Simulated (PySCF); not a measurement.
CH₂NO, SMILES [NH]C=O, multiplicity 2. Atoms are numbered in the order given.

```xyz
5

N     -0.1132     1.1097     0.0000
C      0.4584    -0.0485     0.0000
O     -0.2964    -1.0556     0.0000
H     -1.1329     1.1148     0.0000
H      1.5458    -0.1471     0.0000
```
Charge 0, spin multiplicity 2.

Geometry: PBE0-D3(BJ)/def2-TZVP. The geometry has at least one imaginary mode, so it is a saddle point at that level. The isomer is the one that the SMILES or the coordinates give; other isomers of the formula were not compared. One conformer was computed; it need not be the lowest.

All values below come from PBE/pcH-1 (PySCF).

Unrestricted Kohn–Sham, ⟨S²⟩ = 0.753. Hyperfine tensors hold the contact and dipolar terms, without spin-orbit corrections.

Question: Estimate the hyperfine couplings. (The exact figures need the calculation; the answer reports its results.)

Answer: 
```csv
nucleus,A(iso) (MHz),A(iso) (G),dipolar principal values (MHz)
14N no. 1,24.8,8.9,"-24.0, -23.0, 47.0"
13C no. 2,-23.0,-8.2,"-13.8, 0.6, 13.2"
17O no. 3,-17.7,-6.3,"-170.2, 83.8, 86.4"
1H no. 4,28.1,10.0,"-27.9, -10.2, 38.1"
1H no. 5,16.5,5.9,"-8.2, 1.6, 6.5"
```

Question: And the g tensor (effective nuclear charges for spin-orbit coupling, GIAO)? (Estimate from the structure and the level; the computed values follow.)

Answer: principal values 2.0012, 2.0050, 2.0150; isotropic 2.0071.
